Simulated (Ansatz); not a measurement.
Consider the formal exchange of groups at a C–B bond: `CB(N)[SiH2]O` + `BF` → `CBF` + `NB[SiH2]O`.

Program: Ansatz. Geometries: PBE0-D4/def2-TZVP. ΔE: electronic, gas phase. CCSD(T)/CBS adds triple-zeta CCSD(T) − MP2 to the extrapolated MP2 energy (def2 sets, frozen cores). This one scheme is used for every species. DFT in def2-TZVPP. B3LYP here is the variant with VWN-RPA as its local correlation; programs differ in this. Each species was taken in one conformer, which may not be the lowest.

Q: Is it downhill or uphill in electronic energy at CCSD(T)/CBS, and by how much? (An estimate is asked.)

A: The calculation gave: Downhill: ΔE = -13.8 kJ/mol.

Q: What do these levels give: PBE-D4, B3LYP-D4, B2PLYP, r2SCAN, PBE0, B3LYP, HF/def2-TZVPP, SCS-MP2/def2-TZVPP, HF/def2-QZVPP, MP2/def2-QZVPP, SCS-MP2/def2-QZVPP, HF/CBS(def2)? (Estimate.)

A: Ansatz gave: PBE-D4 -16.4, B3LYP-D4 -14.9, B2PLYP -17.2, r2SCAN -19.0, PBE0 -19.4, B3LYP -20.4, HF/def2-TZVPP -18.8, SCS-MP2/def2-TZVPP -12.7, HF/def2-QZVPP -18.6, MP2/def2-QZVPP -11.7, SCS-MP2/def2-QZVPP -12.7, HF/CBS(def2) -18.6 kJ/mol.

Largest T1 diagnostic among the species: 0.013.

The D4 term adds +5.5 kJ/mol with B3LYP and +3.3 kJ/mol with PBE0; it sums over pairs of atoms, weighted by their polarisabilities, and B3LYP, whose exchange is more repulsive, gets the larger term. In def2-TZVPP, CCSD(T) changes the Hartree–Fock value by +4.8 kJ/mol (the triples alone add +1.0 kJ/mol) and MP2 by +6.9 kJ/mol.
